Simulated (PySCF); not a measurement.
CoN2, quartet: structure and spectrum

These are results of PySCF, UPBE0, basis Co def2-TZVP, N def2-TZVP (no relativity, density fitting), not measurements.

The structure is a saddle point with 1 imaginary mode.

* Point group: C2v
* Bond lengths: Co–N 2.295 Å (×2), N–N 1.106 Å
* Bond angles: Co–N–N 76.1° (×2), N–Co–N 27.9°
* Zero-point energy (real modes): 14.1 kJ/mol
* Principal polarisabilities: 35.8, 42.9, 58.6 bohr³
* Lowest empty level (β): -1.90 eV
* Atomisation energy without zero-point energy: 936 kJ/mol
* Rotational constants: 1.969, 0.179, 0.1641 cm⁻¹
* Principal quadrupole moments (Buckingham, traceless) about the centre of mass: -1.41, -0.37, 1.78 D Å
* Highest occupied level (α): -4.78 eV
* Spin squared ⟨S²⟩: 3.787
* Dipole moment: 0.98 D

Harmonic modes (masses in u: Co 58.933, N 14.003):
| symmetry | ω (cm⁻¹) | IR (km/mol) | μ (u) |
| --- | --- | --- | --- |
| b2 | 140i | – | 14.30 |
| a1 | 62 | 0.1 | 18.56 |
| a1 | 2293 | 163 | 14.01 |

In C2v the vibrations span b2 + 2a1. Here b1 is antisymmetric to the molecular plane and b2 lies in it.

Charges (e):
```
atom  Mulliken  Löwdin  polar tensor  spin (Mulliken)  Mayer order to Co1
 Co1     -0.01   -0.08         -0.04             3.11                   –
N2,3      0.01    0.04          0.02            -0.06                0.24
```
Other Mayer orders above 0.3: N–N 2.48.

Mulliken populations on Co1: s 7.06, p 12.12, d 7.84, f 0.00.

Outer orbital energies (eV). α occupied: -13.66, -12.60, -8.78, -8.56, -7.75, -7.56, -7.51, -4.78; empty: -1.47, -1.08, 1.40, 2.19. β occupied: -16.24, -14.21, -13.66, -12.61, -6.16, -6.14, -5.96; empty: -1.90, -1.31, -1.09, 0.05.

This need not be the most stable arrangement of these atoms. Other spin states or occupations of the open shell can lie lower.

The final relaxation and frequency run took 110 s on 4 threads of a shared Arm Neoverse V1 host, with 107 basis functions and 11 gradients; the process peaked at 0.97 GiB.
